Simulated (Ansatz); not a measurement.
**Loss of H2: C2H10AlN → C2H8AlN + H2**

Species: C2H10AlN `C[NH+](C)[AlH3-]`, singlet; C2H8AlN `C[N](C)[AlH2]`, singlet; H2 (hydrogen), singlet. 

Shapes, held fixed at every level: PBE0-D4/def2-TZVP. Programs: Ansatz 0.2.0. The zero-point and thermal change to 298 K, harmonic and unscaled (PBE0-D4/def2-TZVP), is -20.3 kJ/mol.

| level | kind | ΔH(298 K) (kJ/mol) | less CCSD(T)/CBS estimate | CPU time (sum over the molecules) |
| --- | --- | --- | --- | --- |
| HF/def2-SVP | Hartree–Fock | +60.4 | +16.3 | – |
| SPW92/def2-TZVPP | LDA | +61.2 | +17.1 | 16 s |
| PBE-D4/def2-TZVPP | GGA | +39.2 | -4.9 | 25 s |
| B3LYP-D4/def2-TZVPP | global hybrid | +37.6 | -6.5 | 46 s |
| BHLYP-D4/def2-TZVPP | global hybrid | +50.3 | +6.2 | 31 s |
| MP2/def2-SVP | perturbation theory | +51.0 | +6.9 | – |
| CCSD(T)/CBS estimate | coupled cluster or CI | +44.1 | 0.0 | 16 min |

The highest level, CCSD(T)/CBS estimate, gives ΔH(298 K) = +44.1 kJ/mol; the levels span +37.6 to +61.2. The column of differences is taken from that level and isn't an error. No measured value is set beside it here. The CBS estimate extrapolates MP2 from def2-TZVPP and def2-QZVPP and adds CCSD(T) − MP2 in the triple-zeta set, cores frozen; for H2 it overshoots the exact energy by about 1 mEh. Times are processor times on shared x86 and Arm servers, and rough.
